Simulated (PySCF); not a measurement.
```xyz
5
charge 0 multiplicity 1, angstrom
W     0.0000    0.0000    0.0000
F     1.8494    0.0000    0.0000
F     0.0000    1.8494    0.0000
F    -1.8494    0.0000    0.0000
F     0.0000   -1.8494    0.0000
```

Method: PBE/[W def2-SVP with ECP60, F def2-SVP], scalar-relativistic core potentials, density fitting, no spin–orbit coupling, PySCF.

This geometry of WF4 is a stationary point at this level.

**Question.** What is the point group?

**Answer.** D4h.

**Question.** Is it a minimum?

**Answer.** No: it has 1 imaginary mode, at 90i cm⁻¹ (b2u).

**Question.** List the harmonic modes with their infrared intensities.

**Answer.** 
| symmetry | ω (cm⁻¹) | IR (km/mol, summed over degenerate members) |
| --- | --- | --- |
| b2u | 90i | – |
| a2u | 95 | 4.2 |
| eu | 179 | 26.2 |
| b2g | 299 | 0.0 |
| b1g | 691 | 0.0 |
| eu | 718 | 366 |
| a1g | 733 | 0.0 |

**Question.** What are the dipole moment and the gap between the highest occupied and lowest empty levels?

**Answer.** 0.00 D and 1.32 eV.

**Question.** Give the atomic charges and bond orders.

**Answer.** 
```json
{"atom": "W1", "Mulliken": "0.97", "Löwdin": "0.16", "polar tensor": "2.14", "Mayer order to W1": "–"}
{"atom": "F2,3,4,5", "Mulliken": "-0.24", "Löwdin": "-0.04", "polar tensor": "-0.53", "Mayer order to W1": "1.19"}
```

In D4h the vibrations span b2u + a2u + 2eu + b2g + b1g + a1g. The a1g, b1g, b2g, b2u modes carry no infrared intensity, as symmetry demands. With a centre of inversion only u modes can be infrared active and only g modes Raman active.

Only a few start shapes were tried, so a lower isomer may exist. At this level a singlet minimum of D2d symmetry lies 5 kJ/mol below this structure. Spin–orbit coupling, left out here, can matter for elements this heavy.
